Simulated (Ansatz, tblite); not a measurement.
Isomers of Se₅⁺ (doublet), found by a short tight-binding search and relaxed with r2SCAN-D4/def2-SVP in Ansatz.

The xTB rows come from tblite. Correlated methods freeze 45 core orbitals; core or outer-core shells of Se are correlated, in sets that lack core-valence functions.

Run but left out: HF/def2-TZVP, BHLYP-D4/def2-TZVP, MP2/def2-TZVP (A: ⟨S²⟩ 1.27 to 1.70, where a pure state has 0.75); PBE0-D4/def2-SVP, PBE0-D4/def2-TZVP (B: ⟨S²⟩ 1.08 to 1.09, where a pure state has 0.75).

A: At r2SCAN-D4/def2-TZVP, r2SCANh-D4/def2-TZVP the charge 1 doublet is spin-contaminated (final ⟨S²⟩ up to 0.97, 0.75 for a pure state). B: At r2SCAN-D4/def2-TZVP, r2SCANh-D4/def2-TZVP the charge 1 doublet is spin-contaminated (final ⟨S²⟩ up to 1.03, 0.75 for a pure state).

Other spin states weren't relaxed.

A:

```xyz
5

Se   -0.3461    1.3200   -0.6547
Se    1.8969   -0.8991   -2.5616
Se   -0.9274   -0.7651    2.4198
Se    0.8024   -0.7901   -0.6746
Se   -1.4259    1.1342    1.4711
```

B:

```xyz
5

Se   -0.5806   -0.1113   -0.1337
Se   -0.8711   -1.9283    3.0179
Se    1.0005    1.0815   -1.5022
Se    0.5760   -0.7668    1.8731
Se   -0.1248    1.7249   -3.2551
```

C:

```xyz
5

Se   -1.0991    1.4599    0.4323
Se    1.0739    1.5473   -0.4960
Se   -0.5542   -1.7367   -0.4414
Se   -0.9022   -0.5809    1.5496
Se    1.4816   -0.6895   -1.0445
```

Problem. Estimate their order by electronic energy at RPA@PBE/def2-TZVP, counted from the lowest.

Solution. C (0.00) < A (0.90) < B (1.02), in eV.

Problem. Do the other levels pick the same lowest one?

Solution. All that were run do. Energies above each level's lowest (eV):

```csv
level,A,B,C
GFN1-xTB,1.50,1.51,0.00
GFN2-xTB,0.32,0.30,0.00
PBE-D4/def2-SVP,0.79,0.88,0.00
PBE-D4/def2-TZVP,0.90,1.00,0.00
r2SCAN-D4/def2-TZVP,0.89,0.96,0.00
r2SCANh-D4/def2-TZVP,0.96,1.05,0.00
RPA@PBE/def2-TZVP,0.90,1.02,0.00
```
Point groups (tolerance 0.1 Å): A Cs, B not assigned, C not assigned. A and B have the same bonds, so they are conformers or stereoisomers. Lower isomers may exist.
